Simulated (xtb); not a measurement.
xtb input:

```bash
xtb mol.xyz --gfn 2 --ohess tight --chrg -1 --uhf 0
```
mol.xyz:
```
10

C      1.29594281    -2.43277164    -0.23794575
Ge     0.05616181    -1.06990804    -0.35163207
C     -1.63336376    -1.28514143    -1.26012382
I     -0.62675810    -0.22042678     2.06502264
I      0.66312334     1.49417022    -1.57886246
H      2.05625870    -2.29045449     0.54079095
H      1.66979915    -2.74652450    -1.15236224
H     -1.41481473    -1.55834859    -2.28189646
H     -2.20229395    -2.07447620    -0.74855737
H     -2.17854306    -0.37838658    -1.26164567
```

Q: What final total energy does it print?

A: -16.68142 Eh (GFN2-xTB).

It need not be the lowest isomer of its formula. Whether it binds its extra electron was not tested at this geometry.
